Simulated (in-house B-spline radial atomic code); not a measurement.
**Binding energies in Rh⁶⁺**

NIST's tabulated ground configuration is [Kr] 4d3; each binding energy is the energy of the ion with one electron taken from that subshell, relaxed, less that of the parent. All numbers are computed (Dirac-Hartree-Fock, average of configuration; Fermi nucleus of rms radius 4.4945 fm) with an all-electron radial atomic-structure program (B-spline basis), not measured. Energies include first-order Breit, QED and recoil terms.

```json
{"subshell": "1s", "X-ray name": "K", "binding energy (eV)": "23330", "-ε (eV)": "23454.5", "relaxation (eV)": "56.3"}
{"subshell": "2s", "X-ray name": "L1", "binding energy (eV)": "3530", "-ε (eV)": "3563.9", "relaxation (eV)": "27.3"}
{"subshell": "2p1/2", "X-ray name": "L2", "binding energy (eV)": "3259.3", "-ε (eV)": "3296.2", "relaxation (eV)": "30.4"}
{"subshell": "2p3/2", "X-ray name": "L3", "binding energy (eV)": "3116.8", "-ε (eV)": "3150.8", "relaxation (eV)": "29.5"}
{"subshell": "3s", "X-ray name": "M1", "binding energy (eV)": "740.3", "-ε (eV)": "749.9", "relaxation (eV)": "8.6"}
{"subshell": "3p1/2", "X-ray name": "M2", "binding energy (eV)": "634", "-ε (eV)": "643.8", "relaxation (eV)": "8.9"}
{"subshell": "3p3/2", "X-ray name": "M3", "binding energy (eV)": "608.7", "-ε (eV)": "617.8", "relaxation (eV)": "8.6"}
{"subshell": "4s", "X-ray name": "N1", "binding energy (eV)": "188.5", "-ε (eV)": "190.1", "relaxation (eV)": "1.4"}
{"subshell": "4p1/2", "X-ray name": "N2", "binding energy (eV)": "151.8", "-ε (eV)": "153.2", "relaxation (eV)": "1.3"}
{"subshell": "4p3/2", "X-ray name": "N3", "binding energy (eV)": "147.4", "-ε (eV)": "148.7", "relaxation (eV)": "1.2"}
{"subshell": "4d", "X-ray name": "N4,5", "binding energy (eV)": "95.68", "-ε (eV)": "96.46", "relaxation (eV)": "0.79"}
```

Relaxation = -ε minus the binding energy without Breit, QED and recoil terms.

Emission lines follow as differences of binding energies, with λ = 12398.42 eV·Å / E:

| line | holes | energy (eV) | wavelength (Å) |
| --- | --- | --- | --- |
| K-L3 | 1s → 2p3/2 | 20213.2 | 0.61338 |
| K-L2 | 1s → 2p1/2 | 20070.7 | 0.61774 |
| K-M3 | 1s → 3p3/2 | 22721.3 | 0.54567 |
| L1-M3 | 2s → 3p3/2 | 2921.3 | 4.2441 |
| L3-M1 | 2p3/2 → 3s | 2376.5 | 5.2171 |

(1) What screening constant σ does Moseley's law, E = (3/4)·13.6057 eV·(Z - σ)², need for K-L3?

Moseley's non-relativistic formula needs a falling, then negative, screening constant for heavy elements, because relativity binds the 1s electron more strongly than the formula allows.

(2) What does it cost to remove both a 2p1/2 and a 3s electron?

(3) What does it cost to remove two 1s electrons?

(4) What does it cost to remove both a 4s and a 4d electron?

## Answers

(1) σ = 0.49.

(2) 4054.5 eV, which is 54.92 eV more than the two single binding energies together.

(3) 47370 eV, which is 709.7 eV more than the two single binding energies together.

(4) 303.95 eV, which is 19.74 eV more than the two single binding energies together.
